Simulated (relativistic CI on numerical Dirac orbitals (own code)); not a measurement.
Method of calculation: Dirac-Coulomb-Breit CI, separate exchange-only KLI orbitals for each configuration, QED by a radiative potential, unscaled Slater integrals (own radial code, finite nucleus).

The strongest absorption lines from the ground level of an ion, among the configurations computed and to levels below about 3430 eV (vacuum wavelength in Å, gf): 3.9386 (0.33), 3.9472 (0.49), 4.0214 (0.35), 4.0293 (0.86), 4.0331 (1.5), 4.0343 (1.3), 4.0462 (1.3), 4.2006 (1.7).

**Question.** Which ion is it?
A. In⁴²⁺
B. Tc³⁶⁺
C. Pd³⁹⁺
D. Tc³⁸⁺

**Answer.** B. Tc³⁶⁺ has 7 electrons and the ground level 2s2 2p3 2P°_3/2; the strongest line goes to 2s2 2p2 3d 2D_5/2. The pattern of lines fixes the number of electrons, and along that sequence the line energies rise steadily with the charge (about as its square where n changes within one kind of shell, about linearly where n is kept but much faster in heavy ions where fine structure, which grows about as Z⁴, sets the gap, and irregularly where shells cross), which fixes Z. Configurations outside the model, such as inner-shell arrays, can give stronger lines. At this charge energies of transitions that change n are usually good to better than 1 %, and those within a shell (Δn = 0) to a few per cent.

LS names give the leading component of a level, which can be under half, so a name can repeat, a term be missing and a line seem to break the LS rules.
